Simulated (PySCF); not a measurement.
## Tl2 and its ions

UHF-CCSD; Tl def2-SVP with ECP60; scalar-relativistic core potentials (PySCF 2.14). Neutral (UHF): triplet (σ ↑, π ↑), Re = 3.151 Å, ωe = 83.8 cm⁻¹, De = 0.92 eV.

Tl₂⁺ (UHF): doublet (σ ↑), Re = 3.650 Å, ωe = 52.0 cm⁻¹, De = 1.15 eV to Tl⁺ + Tl. The energies at the minima are -343.19134 hartree for Tl2 and -343.00811 for Tl₂⁺.

Problem. Work out the adiabatic ionisation energy, without and with harmonic zero-point energies (1 hartree = 27.2114 eV, 1 eV = 8065.5 cm⁻¹), and the change of the bond length.

Solution. At UHF-CCSD: 0.18323 hartree = 4.986 eV between the minima; the zero-point term (52.0 − 83.8)/2 cm⁻¹ = -0.002 eV makes it 4.984 eV. Re changes by +49.9 pm against the neutral. The electron leaves a π orbital, and the longer bond of the ion fits a bonding orbital, or a change in how ionic the bond is.

Correlated steps freeze 8 core orbitals. Correlated levels converge slowly with the basis: in double zeta they bind strong bonds too weakly, by up to about 1 eV, and carry superposition errors of some tenths. Spin–orbit coupling is left out, which matters for elements this heavy, above all for dissociation energies. States were picked by a PBE0 search and need not be the measured ground states.
